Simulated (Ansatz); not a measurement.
Wavefunction ladder for `C#C[NH][SnH3]`

```xyz
9

C     1.4559   -0.0439    1.9429
C     1.0118   -0.3640    0.8684
N     0.4989   -0.6431   -0.3293
Sn   -1.0941    0.4208   -1.0457
H     1.8693    0.2259    2.8834
H     0.6358   -1.5917   -0.6435
H    -0.5429    2.0178   -1.2271
H    -1.4614   -0.3381   -2.5254
H    -2.3732    0.3162    0.0763
```

The species carries charge 0 and has multiplicity 1. Correlated methods include outer-core shells of Sn, which these sets cover unevenly. Sn: def2 effective core potential. The geometry is a stationary point of PBE0-D4/def2-TZVP. Frozen core, restricted reference, Ansatz.

```json
{"basis": "def2-SVP", "HF (Eh)": "-346.24082", "MP2 corr.": "-0.53414", "CCSD corr.": "?", "(T)": "-0.02056", "CCSD(T) total": "?"}
{"basis": "def2-TZVPP", "HF (Eh)": "?", "MP2 corr.": "?", "CCSD corr.": "-0.86301", "(T)": "-0.03520", "CCSD(T) total": "?"}
{"basis": "def2-QZVPP", "HF (Eh)": "-346.41393", "MP2 corr.": "?", "CCSD corr.": "–", "(T)": "–", "CCSD(T) total": "–"}
```

Q: Fill in the withheld values. (Estimate.)

A: The calculation gave: def2-SVP CCSD corr.: -0.57221; def2-SVP CCSD(T) total: -346.83359; def2-TZVPP HF (Eh): -346.40597; def2-TZVPP MP2 corr.: -0.84433; def2-TZVPP CCSD(T) total: -347.30418; def2-QZVPP MP2 corr.: -1.09058.
